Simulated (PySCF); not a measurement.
## Structure elucidation problem

Molecular formula: C₃F₈. Simulated spectra:

13C{1H} NMR (computed): δ 126.7 (C, 2C), 114.5 (C).

Theory: GFN2-xTB geometry, shieldings: GIAO PBE0/pcSseg-1, in PySCF (relativity neglected, averaged over atoms made equivalent by symmetry, fast rotation or ring inversion, one computed conformer, in vacuum).

Chemical shifts δ = σref − σ; 13C (σref 186.93) vs TMS, all at this level.

Question: Deduce the structure.

Answer: 
Rings plus π bonds: 0. 2 carbon signals for 3 carbons: some carbons are equivalent by symmetry or fast rotation. Carbon types of the structure: 3 × C. δC 126.7: CF3 carbon; 3 electronegative neighbours deshield it. δC 114.5: fully substituted sp3 carbon bonded to 2 F; 2 electronegative neighbours deshield it.

Structure: `FC(C(F)(F)F)(F)C(F)(F)F`.

The shifts were computed for this structure.

Splittings by 19F in the carbon and heteronuclear signals aren't shown, as no couplings were computed. Shifts are as computed. Against solution values, carbons near 30 ppm lie about +3 ppm off and those near 130 ppm about +5 ppm. Of 1211 compounds with measured shifts, 218 miss one by over three times the rms of a fit or turn the order of signals round; such compounds aren't used in these exercises.
